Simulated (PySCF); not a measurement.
**NMR parameters from quadrupole coupling constants**

C7H9NO.
Cartesian coordinates in Å at the GFN2-xTB level; atoms count from 1:
```xyz
18
C7H9NO angstrom
C      3.8772    0.1663    0.0025
C      2.7461    0.3629   -0.3516
C      1.4268    0.6176   -0.7765
C      0.3647   -0.0880   -0.3772
C      0.4510   -1.2326    0.5792
C     -1.0186    0.2492   -0.8637
N     -1.8116    0.8432    0.1987
C     -2.9005    0.2422    0.7094
O     -3.3617   -0.8054    0.3328
H      4.8629   -0.0136    0.3124
H      1.3168    1.4374   -1.4764
H      0.2751   -2.1685    0.0483
H      1.4299   -1.2759    1.0495
H     -0.3180   -1.1448    1.3454
H     -1.5520   -0.6582   -1.1617
H     -0.9766    0.9387   -1.7135
H     -1.4714    1.7026    0.5995
H     -3.3487    0.8332    1.5312
```

Computed at PBE0/pcSseg-1 (PySCF, non-relativistic):

```
atom     environment  nucleus  spin I    Q (b)  CQ = χzz (MHz)      η
  N7  amide nitrogen      14N       1  0.02044          -4.533  0.118
  O9    amide oxygen      17O     5/2  -0.0256           9.424  0.045
```

Question: At 21.15 T, set νQ = 3|CQ|/[2I(2I − 1)] beside the Larmor frequency (|g| × 7.62259 MHz/T × B; g(14N) = 0.40376, g(17O) = −0.75752), and give PQ = |CQ|√(1 + η²/3).

Answer: 
| atom | PQ (MHz) | νQ (MHz) | ν0 (MHz) | νQ/ν0 |
| --- | --- | --- | --- | --- |
| N7 | 4.543 | 6.799 | 65.09 | 0.104 |
| O9 | 9.427 | 1.414 | 122.13 | 0.012 |

For N7: PQ = 4.533 × 1.0023, νQ = 4.533 × 1.5000, ν0 = 3.0777 MHz/T × 21.15 T.

Question: For half-integer spins with νQ below a tenth of ν0, find the second-order shift of the centre of gravity of the central transition at 21.15 and 23.5 T.

Answer: δ = −(3/40)(PQ/ν0)² [I(I + 1) − 3/4]/[I²(2I − 1)²], in ppm:

```json
{"site": "17O at O9", "21.15 T": "-35.8", "23.5 T": "-29"}
```

Question: First-order 14N doublet splittings with the field along y and x of the gradient, (3/4)|CQ|(1 ± η)?

Answer: N7: 3.801 and 2.998 MHz.

Question: Quadrupolar 1/T1 and linewidth for τc = 1 ps (extreme narrowing, isotropic tumbling)?

Answer: Rate = (3π²/10) PQ² τc (2I + 3)/[I²(2I − 1)], the same for T1 and T2; width = rate/π.

```csv
site,spin factor (2I + 3)/[I²(2I − 1)],1/T1 (s⁻¹),T1 (ms),linewidth (Hz)
14N at N7,5.000,306,3.27,97.3
17O at O9,0.320,84.2,11.9,26.8
```

The couplings are those of the rigid, isolated species; surroundings and motion change them. GFN2-xTB bond lengths can be off by several hundredths of an ångström, more for odd bonds, and the gradients follow them. The small basis limits the accuracy of the gradients.

One conformer stands for the species.
